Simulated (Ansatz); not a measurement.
One change: `B/C=C(\C)O` becomes `C/C(O)=C/CCl`.

Ansatz, PBE0-D4/def2-TZVP geometries, multiplicity 1. Each molecule was computed in one conformer, which needn't be the lowest.

```json
{"property": "LUMO energy (PBE0/def2-TZVPP) / eV", "`B/C=C(\\C)O`": "-1.39"}
{"property": "HOMO energy (ωB97M-V/def2-TZVPP) / eV", "`B/C=C(\\C)O`": "-9.34"}
{"property": "HOMO energy (B3LYP/def2-TZVPP) / eV", "`B/C=C(\\C)O`": "-6.98"}
{"property": "HOMO energy (PBE0/def2-TZVPP) / eV", "`B/C=C(\\C)O`": "-7.19"}
{"property": "size of the dipole moment (B3LYP/def2-TZVPP) / D", "`B/C=C(\\C)O`": "3.73"}
{"property": "HOMO–LUMO gap (ωB97M-V/def2-TZVPP) / eV", "`B/C=C(\\C)O`": "9.90"}
```

What does the change do to each property? (Best estimate.)

Computed: 
```csv
property,`C/C(O)=C/CCl`,shift
LUMO energy (PBE0/def2-TZVPP) / eV,0.13,1.52
HOMO energy (ωB97M-V/def2-TZVPP) / eV,-8.83,0.51
HOMO energy (B3LYP/def2-TZVPP) / eV,-6.44,0.54
HOMO energy (PBE0/def2-TZVPP) / eV,-6.65,0.54
size of the dipole moment (B3LYP/def2-TZVPP) / D,4.02,0.29
HOMO–LUMO gap (ωB97M-V/def2-TZVPP) / eV,10.84,0.94
```

With PBE0 the HOMO rises by 0.54 eV and the LUMO rises by 1.52 eV, so the gap widens by about 0.98 eV. PBE moves the HOMO by 0.66 eV and ωB97M-V by 0.51 eV. Dipoles are sizes alone; their direction can turn.

B3LYP here is the variant with VWN-RPA as its local correlation; programs differ in this.
